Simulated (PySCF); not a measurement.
Fill in the blanks.

Species: C₄H₈O₃S.
InChI=1S/C4H8O3S/c1-8(5,6)4-2-7-3-4/h4H,2-3H2,1H3

Conformer (atom-mapped SMILES and torsion angles): `[CH3:1][S:2](=[O:3])(=[O:4])[CH:5]1[CH2:6][O:7][CH2:8]1`: C1–S2–C5–C6 -47°.

```json
{"property": "rotational constants A, B, C", "level": "PBE0-D3(BJ)/def2-SVP", "value": "3.126, 1.384, 1.320 GHz"}
{"property": "dipole moment", "level": "PBE0/def2-SVPD", "value": "3.22 D"}
{"property": "HOMO energy", "level": "PBE0/def2-SVPD", "value": "-8.02 eV"}
{"property": "LUMO energy", "level": "PBE0/def2-SVPD", "value": "?"}
{"property": "lowest singlet excitation", "level": "TDDFT PBE0/def2-SVPD", "value": "?"}
{"property": "static isotropic polarisability", "level": "PBE0/def2-SVPD", "value": "?"}
{"property": "electronic spatial extent ⟨r²⟩ about the centre of nuclear charge", "level": "PBE0/def2-SVPD", "value": "?"}
```

Electronic properties: PySCF, gas phase, density fitting. Isolated species at its PBE0-D3(BJ)/def2-SVP geometry (one conformer only).

Q: What is the static isotropic polarisability?

A: 75.5 au.

Q: Give the LUMO energy.

A: 0.21 eV.

Q: The electronic spatial extent ⟨r²⟩ about the centre of nuclear charge?

A: 1025 bohr².

Q: What is the lowest singlet excitation?

A: 6.99 eV (177 nm, f = 0.000).

The polarisability is 11.19 Å³ as a volume (1 au = 0.148185 Å³), or 1.05 au for each of the 72 electrons. No computed singlet falls in the visible range (750 to 380 nm, 1.65 to 3.26 eV); S1 lies 3.73 eV above its blue end. The rotational constants make it an asymmetric top with κ = (2B − A − C)/(A − C) = -0.93, nearer the prolate limit (−1). With B = h/(8π²I), that is 505.379 GHz u Å² over I, the principal moments of inertia are 161.7, 365.1 and 382.9 u Å² (most abundant isotopes); the inertial defect Ic − Ia − Ib is -143.9 u Å² (zero for a rigid planar frame, negative otherwise). The 6 singlets span 6.99 to 7.93 eV, and their oscillator strengths add up to 0.08. The principal polarisabilities are 71.5, 74.7 and 80.3 au; their mean is the isotropic value.
